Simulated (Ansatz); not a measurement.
Wavefunction ladder for C3H9AlFN (`CC(C)[NH][AlH][F]`)

| atom | x (Å) | y (Å) | z (Å) |
| --- | --- | --- | --- |
| C1 | -1.2737 | -1.1294 | -0.0328 |
| C2 | -0.2295 | -0.0887 | 0.3466 |
| C3 | 0.7192 | -0.6264 | 1.4089 |
| N4 | 0.4954 | 0.3857 | -0.8211 |
| Al5 | 0.5427 | 2.0259 | -1.4520 |
| F6 | 1.4486 | 2.3142 | -2.8028 |
| H7 | -0.7916 | -2.0089 | -0.4718 |
| H8 | -1.8408 | -1.4608 | 0.8408 |
| H9 | -1.9727 | -0.7270 | -0.7686 |
| H10 | -0.7550 | 0.7766 | 0.7713 |
| H11 | 1.4435 | 0.1354 | 1.7033 |
| H12 | 1.2741 | -1.4873 | 1.0220 |
| H13 | 0.1757 | -0.9525 | 2.2994 |
| H14 | 1.0076 | -0.3605 | -1.2720 |
| H15 | -0.2436 | 3.2037 | -0.7713 |

Charge 0, multiplicity 1. The geometry is a stationary point of PBE0-D4/def2-TZVP. It is one conformer, not always the lowest. Frozen core, restricted reference, Ansatz 0.2.0. CBS rows extrapolate triple and quadruple zeta; past MP2 they add the triple-zeta difference.

| basis | HF (Eh) | MP2 corr. | CCSD corr. | (T) | CCSD(T) total |
| --- | --- | --- | --- | --- | --- |
| def2-TZVPP | ? | ? | -1.11710 | -0.04029 | ? |
| def2-QZVPP | ? | -1.14912 | – | – | – |
| CBS(def2) | -514.90968 | ? | -1.25386 | as TZ | ? |

Problem. Fill in the withheld values. (Estimate.)

Solution. Ansatz gave: def2-TZVPP HF (Eh): -514.88591; def2-TZVPP MP2 corr.: -1.07056; def2-TZVPP CCSD(T) total: -516.04330; def2-QZVPP HF (Eh): -514.90681; CBS(def2) MP2 corr.: -1.20732; CBS(def2) CCSD(T) total: -516.20383.
